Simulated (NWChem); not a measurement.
Species: 1,1,1-trifluoroethane (C₂H₃F₃); SMILES CC(F)(F)F

```xyz
8

C      0.0000     0.0000    -1.4769
C      0.0000     0.0000     0.0299
F     -0.4660    -1.1676     0.5263
F     -0.7782     0.9874     0.5263
F      1.2442     0.1802     0.5263
H      0.6378    -0.8079    -1.8429
H      0.3808     0.9563    -1.8429
H     -1.0185    -0.1484    -1.8429
```
Atoms are numbered in this order, from 1.

Results from NWChem. Pople sets run with spherical d functions. Geometry: optimised at B3LYP/6-31G* (spherical d).

**Question.** Taking PBE/6-311++G** as the yardstick, which of these has the fewest basis functions while keeping “dipole (D)” within 0.05 D of it: PBE/6-31+G*; PBE/STO-3G; PBE/6-31G*; PBE/3-21G; PBE/6-311G**?

**Answer.** none of them.
```tsv
level	basis functions	dipole (D)
PBE/STO-3G	28	0.99
PBE/3-21G	51	1.94
PBE/6-31G*	76	1.88
PBE/6-31+G*	96	2.30
PBE/6-311G**	108	2.07
PBE/6-311++G**	131	2.37
```

The yardstick is one finite set, not the basis-set limit.
